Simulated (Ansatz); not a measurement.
Computed with CAM-B3LYP-D3(BJ)/def2-TZVP (Ansatz, a first-principles code). No frequencies were computed at this level.

Ansatz 0.2 input:
```yaml
crystal:
  periodic: [false, false, false]
  atoms:
    - { symbol: N, position_ang: [-1.579931, -0.221028, 0.085671] }
    - { symbol: Al, position_ang: [0.017796, 0.536035, -0.038533] }
    - { symbol: N, position_ang: [1.559141, -0.339123, -0.046856] }
    - { symbol: F, position_ang: [0.077419, 2.183549, -0.155865] }
    - { symbol: H, position_ang: [-1.758639, -1.210299, 0.154162] }
    - { symbol: H, position_ang: [-2.454149, 0.284348, 0.093443] }
    - { symbol: H, position_ang: [2.464569, 0.104692, -0.111197] }
    - { symbol: H, position_ang: [1.673792, -1.338174, 0.019175] }
basis:
  gaussian: { orbitals: def2-tzvp }
hamiltonian:
  xc: cam_b3lyp
  dispersion: d3bj
relax:
  max_steps: 150
```

Output:

```
Functional definition: CAM-B3LYP
901 factors; their error is unknown
297 factors; integrals over basis functions are off by at most 9.3e-6 eV
mean field evaluation 1: about -12351.8028 eV, gradient 8.6e1 eV
mean field evaluation 2: about -12345.5847 eV, gradient 1.0e2 eV
mean field evaluation 4: about -12364.5049 eV, gradient 2.1e0 eV
mean field evaluation 8: about -12364.5250 eV, gradient 2.9e-2 eV
mean field -12364.52501793 eV, -454.3879134328 hartree, gradient 3.7e-5 eV, S^2 0.000000; 0 other end points of the search recorded, 0 dependent functions left out
reference -12364.52513481 eV, -454.3879177280 hartree; 20, 20 occupied and 134, 134 virtual orbitals, 901 factors
relax step   1: F+E_penalty+E_count = -12364.61698958 eV  Δ(F+E_penalty+E_count) = +0.000e0 eV  max|allowed force component| = 2.448e-1 eV/Å  Δτ_max = 0.0000 Å  (27 SCF iters, accepted)
these checks for a lower state are left out or cut short: starts, cluster_reference, orbital_swaps, neighbouring_geometries, increment
901 factors; their error is unknown
297 factors; integrals over basis functions are off by at most 9.2e-6 eV
mean field evaluation 16: about -12364.5183 eV, gradient 8.2e-1 eV
mean field -12364.53362584 eV, -454.3882297677 hartree, gradient 1.4e-5 eV, S^2 0.000000; 0 other end points of the search recorded, 0 dependent functions left out
reference -12364.53374248 eV, -454.3882340542 hartree; 20, 20 occupied and 134, 134 virtual orbitals, 901 factors
relax step   2: F+E_penalty+E_count = -12364.62588491 eV  Δ(F+E_penalty+E_count) = -8.895e-3 eV  max|allowed force component| = 1.097e-1 eV/Å  Δτ_max = 0.0177 Å  (34 SCF iters, accepted)
these checks for a lower state are left out or cut short: starts, cluster_reference, orbital_swaps, neighbouring_geometries, increment
901 factors; their error is unknown
297 factors; integrals over basis functions are off by at most 9.1e-6 eV
mean field -12364.53546667 eV, -454.3882974168 hartree, gradient 1.4e-5 eV, S^2 0.000000; 0 other end points of the search recorded, 0 dependent functions left out
reference -12364.53558313 eV, -454.3883016968 hartree; 20, 20 occupied and 134, 134 virtual orbitals, 901 factors
relax step   3: F+E_penalty+E_count = -12364.62795042 eV  Δ(F+E_penalty+E_count) = -2.066e-3 eV  max|allowed force component| = 1.627e-2 eV/Å  Δτ_max = 0.0148 Å  (34 SCF iters, accepted)
these checks for a lower state are left out or cut short: starts, cluster_reference, orbital_swaps, neighbouring_geometries, increment
901 factors; their error is unknown
297 factors; integrals over basis functions are off by at most 9.1e-6 eV
mean field evaluation 32: about -12364.5355 eV, gradient 2.1e-5 eV
mean field -12364.53547103 eV, -454.3882975772 hartree, gradient 1.2e-5 eV, S^2 0.000000; 0 other end points of the search recorded, 0 dependent functions left out
reference -12364.53558749 eV, -454.3883018570 hartree; 20, 20 occupied and 134, 134 virtual orbitals, 901 factors
relax step   4: F+E_penalty+E_count = -12364.62796148 eV  Δ(F+E_penalty+E_count) = -1.106e-5 eV  max|allowed force component| = 7.755e-3 eV/Å  Δτ_max = 0.0019 Å  (23 SCF iters, accepted)
901 factors; their error is unknown
297 factors; integrals over basis functions are off by at most 9.1e-6 eV
mean field -12364.53547103 eV, -454.3882975772 hartree, gradient 1.2e-5 eV, S^2 0.000000; 1 other end points of the search recorded, 0 dependent functions left out
reference -12364.53558749 eV, -454.3883018570 hartree; 20, 20 occupied and 134, 134 virtual orbitals, 901 factors
Total energy: -12364.62807794 eV, -454.3917008183 hartree
Atom 0 at    -1.557622    -0.223305     0.083373 Å, force    -0.006258    -0.004496    -0.000308 eV/Å
Atom 1 at     0.018269     0.539879    -0.038244 Å, force     0.000708     0.006778     0.002173 eV/Å
Atom 2 at     1.537765    -0.338664    -0.044245 Å, force     0.007755    -0.000999    -0.000528 eV/Å
Atom 3 at     0.075876     2.185211    -0.152665 Å, force    -0.001209    -0.003893    -0.000549 eV/Å
Atom 4 at    -1.725598    -1.212160     0.157274 Å, force     0.001478    -0.000130     0.000145 eV/Å
Atom 5 at    -2.427225     0.282796     0.087624 Å, force     0.001373     0.002671    -0.000479 eV/Å
Atom 6 at     2.439018     0.103335    -0.113750 Å, force    -0.000437     0.000595    -0.000262 eV/Å
Atom 7 at     1.639515    -1.337092     0.020635 Å, force    -0.003410    -0.000527    -0.000192 eV/Å
Dipole moment:    -0.017459    -0.497126     0.034448 e Å
```

Cost: around 19 core-seconds (rough).
